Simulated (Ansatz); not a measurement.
Job for Ansatz (an electronic-structure program): R-wB97X-V/def2-TZVPPD on N2 (SMILES N#N) with ghost functions, monomers drawn apart or pushed together. Files ending in .json are basis or fitting sets from the Basis Set Exchange.

Ansatz 0.2 input:
```yaml
crystal:
  periodic: [false, false, false]
  atoms:
    - {symbol: N, position_ang: [1.20011498, -0.04338340, 0.93901748]}
    - {symbol: N, position_ang: [0.82041372, 0.05478646, -0.07873401]}
basis:
  gaussian:
    orbitals: def2-TZVPPD.json
    ghost_atoms:
      - {symbol: C, position_ang: [0.68764952, -0.20768493, 5.20239567]}
      - {symbol: Si, position_ang: [-0.98316373, 0.11033808, 4.41320316]}
      - {symbol: H, position_ang: [1.46600498, -0.28065596, 4.44162069]}
      - {symbol: H, position_ang: [0.67766885, -1.14001971, 5.76992105]}
      - {symbol: H, position_ang: [0.95422072, 0.60055969, 5.88585638]}
      - {symbol: H, position_ang: [-0.96805130, 1.37762972, 3.64248810]}
      - {symbol: H, position_ang: [-2.04057055, 0.21029149, 5.44915430]}
      - {symbol: H, position_ang: [-1.34508270, -0.98982506, 3.48642433]}
hamiltonian:
  xc: {name: wB97X-V}
scf: {lower_state_search: off}
```

Problem. What total energy does the run end on?

Solution. -109.5405 hartree.

Problem. How many basis functions does it have, and what does it roughly cost on one machine?

Solution. 261 functions; very roughly 9 core-seconds.
